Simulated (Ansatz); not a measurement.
Isomers of Zr2S5⁻ (doublet), relaxed with PBE-D4/def2-SVPD; total energies from Ansatz at B2PLYP/def2-TZVPD.

| isomer | description | energy (Eh) |
| --- | --- | --- |
| A | point group not assigned; 8 × S–Zr 2.29 to 2.53 Å | -2084.77658 |
| B | point group Cs; 8 × S–Zr 2.36 to 2.67 Å; 1 × S–S 2.16 Å | -2084.74472 |
| C | point group Cs; 7 × S–Zr 2.27 to 2.49 Å; 1 × S–S 2.17 Å | -2084.73441 |
| D | point group Cs; 7 × S–Zr 2.28 to 2.54 Å; 1 × S–S 2.15 Å | -2084.74083 |
| E | point group Cs; 9 × S–Zr 2.28 to 2.70 Å; 1 × S–S 2.14 Å | -2084.72033 |

In the def2 sets Zr takes a core potential; there is no spin–orbit coupling. Correlated methods freeze 25 core orbitals; core or outer-core shells of Zr are correlated, in sets that lack core-valence functions.

The isomers come from a short search, and lower ones may exist.

Task: Work out the relative energies (1 Eh = 2625.5 kJ/mol) and the Boltzmann populations at 1200 K from electronic energies alone (R = 8.314 J/mol/K).

Result: ΔE: A 0.0, B 83.6, C 110.7, D 93.9, E 147.7 kJ/mol. RT = 9.98 kJ/mol. Factors exp(−ΔE/RT): A 1, B 0.00023, C 1.52e-05, D 8.2e-05, E 3.74e-07; sum 1.000. Populations: A 100.0 %, B 0.0 %, C 0.0 %, D 0.0 %, E 0.0 %. Zero-point energy, vibrational entropy and symmetry numbers are left out and can shift these; an error of 4 kJ/mol changes a ratio by a factor of 1.5. Over the other density-functional and correlated levels in def2 sets, the gap between A and B ranges from 59 to 85 kJ/mol.
